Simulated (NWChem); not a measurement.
Basis-set dependence for hydrogen bromide (HBr)

```xyz
2

Br     0.0000     0.0000     0.0395
H      0.0000     0.0000    -1.3829
```
Charge 0, spin multiplicity 1.

Everything below was run with NWChem. All single points use one geometry, from PBE0/def2-SVP, a minimum by its harmonic frequencies.

Hartree-Fock energies in Ha, correlation energies in mHa.

The Hamiltonian is non-relativistic. The correlated methods keep 9 core orbitals frozen. No row is a measurement; the coupled-cluster row has its own basis-set and correlation limits.

| basis | functions | RHF | MP2 | SCS-MP2 | CCSD | CCSD+T(CCSD) | CCSD(T) | CR-CCSD[T] | CR-CCSD(T) | CCSDT |
|---|---|---|---|---|---|---|---|---|---|---|
| 3-21G | 24 | -2560.61546 | -41.5 | -44.3 | -51.6 | -51.8 | -51.8 | -51.8 | -51.8 | -51.9 |
| def2-SVP | 37 | -2572.68490 | -241.2 | -225.6 | -248.3 | -252.9 | -252.7 | -252.3 | -252.1 | -252.8 |
| def2-TZVP | 54 | -2573.00077 | -284.0 | -268.8 | -294.5 | -303.4 | -303.1 | -302.0 | -301.8 | not run |
| def2-QZVP | 105 | -2573.05122 | -365.0 | -344.9 | -369.0 | -380.4 | -380.0 | -378.6 | -378.3 | not run |

From def2-TZVP to def2-QZVP the Hartree-Fock energy moves by -50.4 mHa and the MP2 correlation energy by -81.0 mHa, which is 22 % of its value in the larger set.
